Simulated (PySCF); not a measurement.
Vibration and rotation of ZnCl

ωB97X constants of ZnCl, ²Σ⁺ (doublet), unpaired electrons σ ↑ (basis Zn def2-TZVPPD, Cl def2-TZVPPD; no relativity; PySCF 2.14; masses 63.9291 and 34.9689 u):

* ωe: 380.2 cm⁻¹
* ωexe: 1.67 cm⁻¹
* Be: 0.16096 cm⁻¹
* αe: 0.000941 cm⁻¹
* D (centrifugal): 1.15e-07 cm⁻¹
* De to Zn + Cl: 2.11 eV

Task: Give the vibrational terms G(v) and spacings up to v = 6.

Result: G(v) = ωe(v+½) − ωexe(v+½)².

```csv
v,G(v) (cm⁻¹),G(v) − G(v−1),Bv (cm⁻¹)
0,189.7,,0.1605
1,566.5,376.9,0.1595
2,940.1,373.5,0.1586
3,1310.2,370.2,0.1577
4,1677.1,366.8,0.1567
5,2040.6,363.5,0.1558
6,2400.7,360.2,0.1548
```

Task: How well does the Morse estimate ωe²/(4ωexe) reproduce De, and what is D0?

Result: It gives 2.68 eV, 127 % of the computed De. D0 = De − G(0) = 2.11 − 0.02 = 2.09 eV.

The state is the lowest determinant that a PBE0 search found; another state may lie lower at other levels.
